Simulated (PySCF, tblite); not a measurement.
Compound: C5H14P2.
Structure used (GFN2-xTB), in Å, numbered top down from 1:
```xyz
21
C5H14P2 angstrom
C      2.646    0.059    0.905
P      1.397   -1.280    0.727
C      0.832   -0.964   -1.010
C     -0.050    0.278   -0.984
P     -0.721    0.454    0.736
C     -1.858    1.887    0.430
C     -1.976   -0.891    0.717
H      3.266    0.138    0.013
H      2.127    1.000    1.085
H      3.273   -0.164    1.767
H      2.333   -2.274    0.369
H      1.684   -0.857   -1.689
H      0.258   -1.839   -1.328
H     -0.856    0.235   -1.723
H      0.543    1.174   -1.189
H     -2.474    2.043    1.314
H     -1.264    2.784    0.264
H     -2.502    1.714   -0.432
H     -1.468   -1.851    0.794
H     -2.574   -0.854   -0.194
H     -2.626   -0.772    1.583
```

Method: PBE0/pcSseg-1 in PySCF (dipole) on a GFN2-xTB geometry, gas phase.

Take the most abundant isotopes and a rigid rotor. The values belong to one conformer with, in the numbering `[CH3:1][PH:2][CH2:3][CH2:4][P:5]([CH3:6])[CH3:7]`, C1–P2–C3–C4 -74°, P2–C3–C4–P5 -24°, C3–C4–P5–C6 -174°.

(1) What are A, B and C (cm⁻¹)?

(2) Classify the top.

(3) What does the inertial defect say?

(4) Which lines would a microwave search look for?

(5) Estimate the classical rotational partition function at 10 K, 200 K and 500 K.

## Answers

(1) Ia = 179.79, Ib = 446.71, Ic = 470.99 u·Å²; 505379 MHz·u·Å²/I gives 2811, 1131 and 1073 MHz, that is A = 0.09376, B = 0.03774, C = 0.03579 cm⁻¹.

(2) A near-prolate asymmetric top; Ray's κ = -0.933.

(3) Not planar: Δ = Ic − Ia − Ib = -155.51 u·Å². For a rigid frame Δ = −2 Σ m c², so Σ m c² = 77.75 u·Å² lies off the ab plane: 19.81 from hydrogen and 57.94 from heavier atoms. The atom farthest from that plane is 2.05 Å away.

(4) The dipole components are |μa| = 0.50 D, |μb| = 0.22 D, |μc| = 1.48 D. The squared components, which scale the intensities, stand as 0.11 : 0.02 : 1.00 (a : b : c). Some lines, for components of 0.1 D or more:

| type | branch | J(Ka,Kc) | MHz | lower level (cm⁻¹) |
| --- | --- | --- | --- | --- |
| c | Q | 2(1,2) ← 2(0,2) | 1623 | 0.221 |
| b | Q | 1(1,0) ← 1(0,1) | 1738 | 0.074 |
| a | R | 1(0,1) ← 0(0,0) | 2204 | 0.000 |
| b | R | 2(0,2) ← 1(1,1) | 2728 | 0.130 |
| b | R | 1(1,1) ← 0(0,0) | 3884 | 0.000 |
| a | R | 2(1,1) ← 1(1,0) | 4467 | 0.132 |
| c | Q | 2(2,1) ← 2(1,1) | 5039 | 0.281 |
| b | Q | 2(2,0) ← 2(1,1) | 5040 | 0.281 |
| b | Q | 2(2,1) ← 2(1,2) | 5214 | 0.275 |
| c | R | 2(1,1) ← 1(0,1) | 6205 | 0.074 |
| c | R | 2(2,1) ← 1(1,1) | 9564 | 0.130 |
| b | R | 2(2,0) ← 1(1,1) | 9566 | 0.130 |

(5) Point group C1, symmetry number σ = 1; q = (√π/σ)·√((kT/h)³/(ABC)), k/h = 20836.6 MHz/K: 2890 at 10 K, 258000 at 200 K, 1020000 at 500 K.

Its GFN2-xTB frequencies are all real (lowest 88 cm⁻¹). These are rigid-rotor constants of the computed structure; measured ground-state constants (B0) also hold zero-point vibration. A rigid rotor knows nothing of internal rotation, which can split or shift real lines.
